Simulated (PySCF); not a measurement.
Computed IR spectrum (relative IR intensity) of a molecule C₄H₄OSe. Geometry optimised at PBE0-D3(BJ)/def2-SVP. One conformer was computed; it need not be the lowest. Computed with PBE0-D3(BJ)/def2-SVP (PySCF). Frequencies are harmonic and unscaled.

ν (cm⁻¹): 596 (vw), 636 (w), 884 (w), 947 (m), 966 (w), 1163 (vw), 1264 (w), 1396 (w), 1926 (vs) (against the strongest line: vs over 80 %, s over 45 %, m over 15 %, w over 4 %, vw less)

Q: Which molecule gave these data?
A. O=C1CC=C[Se]1
B. O=C1C=CC[Se]1
C. C=C1OC=C[Se]1
D. C=C1C[Se]C1=O

A: D, C=C1C[Se]C1=O
